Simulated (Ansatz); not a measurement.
`CCCC(C)C(C)C` + `CO[SiH](N)Cl` → `CN[SiH](Cl)OC` + `CCCC(C)CC`  (substitution at a C–C bond)

Calculated with Ansatz (gas phase, PBE0-D4/def2-TZVP geometries, no zero-point term in ΔE). CBS: MP2 limit from def2 TZ/QZ plus the TZ coupled-cluster correction, frozen cores. Functionals use def2-TZVPP. B3LYP here is the variant with VWN-RPA as its local correlation; programs differ in this. One conformer a species, not always the lowest.

CCSD(T)/CBS gives +39.6 kJ/mol.

Another level gave +43.3 kJ/mol. Which?
A. ωB97M-V/def2-TZVPP
B. PBE0/def2-TZVPP
C. MP2/def2-TZVPP
D. B3LYP/def2-TZVPP

C. MP2/def2-TZVPP 43.3, PBE0 31.0, ωB97M-V 38.0, B3LYP 25.7 kJ/mol.

Largest T1 diagnostic among the species: 0.010.

In def2-TZVPP, CCSD(T) changes the Hartree–Fock value by +15.5 kJ/mol (the triples alone add +2.0 kJ/mol) and MP2 by +19.6 kJ/mol. The D4 term adds +5.4 kJ/mol with B3LYP and +3.1 kJ/mol with PBE0; it sums over pairs of atoms, weighted by their polarisabilities, and B3LYP, whose exchange is more repulsive, gets the larger term.
